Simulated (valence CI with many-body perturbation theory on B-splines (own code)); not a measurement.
# Valence orbitals of Pm29+

Method: relativistic CI+MBPT: four valence electrons over a frozen Dirac-Fock core [Ar] 3d10, a basis of 11 s, 11 p, 9 d, 7 f, 5 g, 2 h, 1 i functions for each j, with the one-electron correlation potential Σ1 (screened to all orders), the two-electron term Σ2, the three-electron term Σ3, Breit, model QED; selected single and double excitations, second order for the rest (own B-spline code, finite nucleus).

No measured spectrum was set against this ion. As an estimate, large intervals hold to a few tenths of a per cent, small ones and those within an open d or f shell to about a per cent.

These are the spectroscopic orbitals of the CI (the correlating ones are not listed), shaped by the core and the other valence electrons. h is the expectation value of the core's Dirac-Fock operator, without the valence repulsion; Σ1 is computed up to l = 3 at one energy for each symmetry, that of its lowest orbital but kept below the first core excitation, so for empty shells it is not the orbital's own correlation shift; Breit and QED include the response of the core.

```tsv
Orbital	h (hartree)	Σ1 (cm⁻¹)	Breit (cm⁻¹)	QED (cm⁻¹)	⟨r⟩ (bohr)
4s1/2	-48.062	-13069	5847	4398	0.5323
5s1/2	-28.381	-4598	2547	1945	0.9078
6s1/2	-18.75	-2192	1308	1014	1.387
7s1/2	-13.314	-1238	770	599	1.964
4p1/2	-45.562	-13489	9117	-44.0	0.5340
5p1/2	-27.182	-4812	4002	-16.4	0.9231
6p1/2	-18.093	-2351	2114	-8.0	1.412
7p1/2	-12.915	-1345	1259	-4.5	2.000
4p3/2	-44.228	-12192	5616	386	0.5516
5p3/2	-26.569	-4495	2478	174	0.9456
6p3/2	-17.76	-2228	1396	93.4	1.440
7p3/2	-12.714	-1284	834	56.1	2.032
4d3/2	-40.221	-13197	3783	-241	0.5475
5d3/2	-24.683	-4902	1726	-105	0.9629
6d3/2	-16.726	-2474	942	-56.6	1.475
4d5/2	-39.941	-12736	2276	-84.7	0.5523
5d5/2	-24.55	-4741	1004	-34.4	0.9688
6d5/2	-16.652	-2394	547	-17.8	1.482
4f5/2	-35.66	-12503	1201	-119	0.5209
5f5/2	-22.662	-4102	548	-58.6	0.9607
4f7/2	-35.604	-12183	347	-72.3	0.5225
5f7/2	-22.628	-3992	161	-34.5	0.9628
5g7/2	-21.768		30.6	-9.7	0.8909
5g9/2	-21.755		-15.6	0.1	0.8917
```

Among the shells of the start configuration 4s2 4p2, Σ1 is largest in size for 4p1/2, where it is 0.13 % of h.

Lowest root of each symmetry, sizes in configuration state functions:

| J | Parity | Roots | Reference | Variational | Second order | Change by selected CI (cm⁻¹) | Change by second order (cm⁻¹) |
| --- | --- | --- | --- | --- | --- | --- | --- |
| 0 | even | 8 | 36 | 16470 | 59926 | -5194 | -2 |
| 1 | even | 12 | 74 | 38172 | 174239 | -4248 | -3 |
| 2 | even | 16 | 109 | 39995 | 312493 | -4915 | -15 |
| 3 | even | 10 | 97 | 39997 | 317296 | -7229 | -29 |
| 4 | even | 6 | 82 | 39998 | 334699 | -4766 | -23 |
| 5 | even | 3 | 47 | 25608 | 319235 | -6049 | -22 |
| 0 | odd | 3 | 17 | 10888 | 56930 | -7312 | -5 |
| 1 | odd | 8 | 46 | 30624 | 216484 | -7243 | -6 |
| 2 | odd | 9 | 58 | 38604 | 278870 | -5129 | -6 |
| 3 | odd | 5 | 53 | 37999 | 292959 | -5323 | -12 |
| 4 | odd | 2 | 37 | 25656 | 284437 | -7343 | -18 |
